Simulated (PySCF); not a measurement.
**Question.** Write Cartesian coordinates for `[O]=[W]([Cl])([Cl])([Cl])[Cl]` (WOCl4) as optimised with PBE0-D3(BJ)/def2-SVP. (Singlet state.)

**Answer.** 
```
atom  x, y, z in Å
W1     0.000    0.000    0.093
O2     0.000   -0.008    1.761
Cl3    2.230    0.005   -0.463
Cl4   -0.003    2.233   -0.452
Cl5   -2.230   -0.001   -0.464
Cl6    0.003   -2.228   -0.474
```

Orientation and origin are arbitrary. Atoms count from 1 in this order. All 4 Cl–W bonds measure 2.299 Å. W1 (tungsten bonded to 4 Cl and O) is square pyramidal (τ5 = (β − α)/60° = 0.00 from the two widest angles, 152.0° and 152.0° (0 for a square pyramid, 1 for a trigonal bipyramid)).

Bonds between heavy atoms (Å): W1–O2 1.668, W1–Cl3 2.299, W1–Cl4 2.299, W1–Cl5 2.299, W1–Cl6 2.299.

Computed with PBE0-D3(BJ)/def2-SVP geometry optimisation, gas phase, def2 core potentials past Kr in PySCF.

Point group: C4v (every atom within 0.08 Å of its image). No frequency check.
